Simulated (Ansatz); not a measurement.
Geometry optimisation, UKS PBE/def2-SVP (Ansatz 0.2.0).

The input (input.yaml):

```yaml
crystal:
  periodic: [false, false, false]
  atoms:
    - { symbol: W, position_ang: [0.0, 0.0, 0.0] }
    - { symbol: F, position_ang: [0.0, 0.0, 2.1] }
    - { symbol: F, position_ang: [1.85, 0.0, 0.0] }
    - { symbol: F, position_ang: [0.0, 1.85, 0.0] }
    - { symbol: F, position_ang: [-1.85, 0.0, 0.0] }
    - { symbol: F, position_ang: [0.0, -1.85, 0.0] }
    - { symbol: H, position_ang: [0.0, 0.0, -1.72] }
    - { symbol: F, position_ang: [0.0, 0.0, 3.54] }
magnetization:
  spin_polarized: true
  initial_magnetization: 1
basis:
  gaussian: { orbitals: def2-SVP }
hamiltonian:
  xc: pbe
relax:
  f_tol: 0.15
  max_steps: 25
  restrain:
    - { distance: [1, 7], at: 2.34, k: 30.0 }
    - { distance: [0, 1], at: 1.85, k: 30.0 }
```

Command:

```bash
$ ansatz run input.yaml --threads 4 --pin off --max-ram 5120MiB --backend cpu --events-out ev --progress --plain --runs-dir out
```

Q: Where does it end, and by what steps?

A: It converged. The restraints hold the end off the free minimum; the threshold counts their pulls, which the force column leaves out. Restrained pairs: F2–F8 (1.44 → 2.34 Å), W1–F2 (2.10 → 1.86 Å). After 24 steps the energy has fallen by 5.100 eV (the restraints' own energy left out); F2 moved furthest, 1.46 Å. The start is strongly strained (largest force component 8 eV/Å).

| step | energy less start (eV) | largest force component (eV/Å) | accepted |
| --- | --- | --- | --- |
| 0 | 0.0000 | 8.139 | yes |
| 1 | -2.0014 | 1.639 | yes |
| 2 | -2.0171 | 3.643 | yes |
| 3 | -2.1927 | 1.656 | yes |
| 4 | -2.2767 | 1.037 | yes |
| 5 | -2.3079 | 0.792 | yes |
| 6 | -2.3516 | 0.693 | yes |
| 7 | -2.3667 | 0.571 | yes |
| 8 | -2.3785 | 0.876 | yes |
| 9 | -2.3857 | 0.778 | yes |
| 10 | -2.4099 | 0.480 | no |
| 11 | -2.3976 | 0.672 | yes |
| 12 | -2.4096 | 0.611 | yes |
| 13 | -2.4303 | 0.535 | yes |
| 14 | -2.4647 | 0.603 | yes |
| 15 | -2.5058 | 0.714 | yes |
| 16 | -2.5525 | 0.769 | yes |
| 17 | -2.6034 | 0.786 | yes |
| 18 | -2.6963 | 0.878 | yes |
| 19 | -2.9418 | 2.058 | yes |
| 20 | -3.8799 | 5.499 | yes |
| 21 | -4.8325 | 0.823 | yes |
| 22 | -5.0189 | 0.464 | yes |
| 23 | -5.0821 | 0.217 | yes |
| 24 | -5.1000 | 0.219 | yes |

```xyz
8
Properties=species:S:1:pos:R:3
W -0.034 -0.034 0.741
F -1.027 -1.027 1.964
F 1.789 -0.020 0.286
F -0.020 1.789 0.286
F -1.692 0.127 -0.116
F 0.127 -1.692 -0.116
H 0.252 0.252 -1.500
F 0.605 0.605 2.375
```

Time of the run: 2.4 min on 4 threads of Arm Neoverse V1 (shared host), peak memory 0.34 GiB.
